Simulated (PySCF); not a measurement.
Work out the structure from these simulated measurements.

Formula: C7H12SSi.

| Quantity | Value |
| --- | --- |
| Dipole | 1.39 D [PBE0/pcSseg-1] |
| 13C NMR | chemical shifts (computed TMS as zero) by class: 132.0 (1 C), 131.4 (1 C), 105.3 (1 C), 86.6 (1 C), 27.3 (1 C), 21.5 (1 C), 21.3 (1 C) ppm [GIAO PBE0/pcSseg-1] |
| 1H NMR | chemical shifts (computed TMS as zero) by class: 5.49 (1 H), 4.43 (2 H), 2.25 (3 H), 1.90 (1 H), 1.83 (3 H), 1.81 (2 H) ppm [GIAO PBE0/pcSseg-1] |
| NMR, other nuclei | isotropic shieldings of nuclei other than C and H, by class: 417 (1 Si), 512 (1 S) ppm [GIAO PBE0/pcSseg-1] |
| Rotational structure | rotational constants A, B, C: 1.592, 0.671, 0.523 GHz [GFN2-xTB] |

Electronic properties: PySCF, gas phase, density fitting. Levels stand in brackets. One conformer (not necessarily the lowest) at the GFN2-xTB geometry, without solvent, vibrations or thermal averaging. NMR values are class means; diastereotopic atoms form classes of their own.

**Question.** Propose a structure and show how it fits.

**Answer.** Numbering: `[CH:1]#[C:2][SiH2:3][CH2:4]/[C:5]([CH3:6])=[CH:7]/[S:8][CH3:9]`. Its formula, C7H12SSi, gives 3 degrees of unsaturation: 0 rings and 3 π bonds in the structure found. 7 carbons fall into 7 classes; from least to most shielded: alkene CH carbon [C7] (132.0 ppm), fully substituted alkene carbon [C5] (131.4 ppm), terminal alkyne carbon [C1] (105.3 ppm), alkyne carbon [C2] (86.6 ppm), sp3 carbon bound to silicon [C4] (27.3 ppm), S-methyl carbon [C9] (21.5 ppm), allylic carbon [C6] (21.3 ppm). Hydrogen classes from least to most shielded: 1 H on an alkene CH carbon, C7 (5.49 ppm), 2 H on an SiH2 silicon, Si3 (4.43 ppm), 3 H on an S-methyl carbon, C9 (2.25 ppm), 1 H on a terminal alkyne carbon, C1 (1.90 ppm), 3 H on an allylic carbon, C6 (1.83 ppm, a mean of values up to 0.8 ppm apart in this geometry), 2 H on an sp3 carbon bound to silicon, C4 (1.81 ppm, a mean of values up to 0.6 ppm apart in this geometry). The other shieldings belong to: 417 ppm, SiH2 silicon [Si3]; 512 ppm, sulfide sulfur [S8]. The optimised geometry has point group C1 and is an asymmetric top. Structure: `C#C[SiH2]C/C(C)=C/SC`. Computed isomers that give other values at the same levels: `CC#C[Si]1(CC)CSC1` (13C chemical shifts (computed TMS as zero) by class: 117.4 (1 C), 85.3 (1 C), 24.2 (2 C), 14.2 (1 C), 7.9 (1 C), 5.9 (1 C) ppm); `CC#C/C=C/[SiH2]SCC` (13C chemical shifts (computed TMS as zero) by class: 139.7 (1 C), 137.3 (1 C), 102.8 (1 C), 86.6 (1 C), 30.3 (1 C), 21.8 (1 C), 6.1 (1 C) ppm); `C#C/C(CC)=C(\C)S[SiH3]` (13C chemical shifts (computed TMS as zero) by class: 148.5 (1 C), 132.3 (1 C), 92.2 (1 C), 87.6 (1 C), 34.1 (1 C), 28.3 (1 C), 15.9 (1 C) ppm). The assignments are read from this structure; whether some other isomer fits the data as well wasn't checked.

Conformer computed: `[CH:1]#[C:2][SiH2:3][CH2:4]/[C:5]([CH3:6])=[CH:7]/[S:8][CH3:9]`: C2–Si3–C4–C5 -61°, Si3–C4–C5–C6 -84°, C5–C7–S8–C9 -168°.
